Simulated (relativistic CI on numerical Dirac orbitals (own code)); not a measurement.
**Slater and spin-orbit integrals, Hf18+**

Calculated at this level of theory: Dirac-Coulomb-Breit CI, orbitals from a KLI potential per configuration, model QED (radiative potential, 1s self-energy scaled to tabulated hydrogen-like ionisation energies), unscaled Slater integrals (own radial code, finite nucleus).

Slater integrals F^k, G^k are unscaled and averaged over j, outside the closed core [Ar] 3d10 4p6 4d10; ζ comes from projecting the Hamiltonian with its Breit term on Σ l·s of the shell.

- 4s2 4f8: F^2(4f,4f) = 193260, F^4(4f,4f) = 124350, F^6(4f,4f) = 90407, ζ(4f) = 5030.5 cm⁻¹; <r>(4f) = 0.5263, <r^2>(4f) = 0.3242 (bohr units).
- 4s2 4f7 5s: F^2(4f,4f) = 196020, F^4(4f,4f) = 126240, F^6(4f,4f) = 91817, ζ(4f) = 5198.9, G^3(4f,5s) = 33261 cm⁻¹; <r>(4f) = 0.5202, <r^2>(4f) = 0.3164, <r>(5s) = 0.9162, <r^2>(5s) = 0.934 (bohr units).
- 4s2 4f6 5s2: F^2(4f,4f) = 199040, F^4(4f,4f) = 128320, F^6(4f,4f) = 93375, ζ(4f) = 5369.6 cm⁻¹; <r>(4f) = 0.5136, <r^2>(4f) = 0.308 (bohr units).

Averages of the first 5 configurations, taken without configuration mixing, which lowers the lowest level and can move excited configurations by several eV; other configurations of the list can lie among them:

```
Configuration  Parity  States  Average energy above the lowest level (eV)
      4s2 4f8    even    3003                                        17.5
   4s2 4f7 5s     odd    6864                                        39.9
  4s2 4f6 5s2    even    3003                                        69.8
   4s2 4f7 6s     odd    6864                                       218.5
         4f10    even    1001                                      1095.2
```
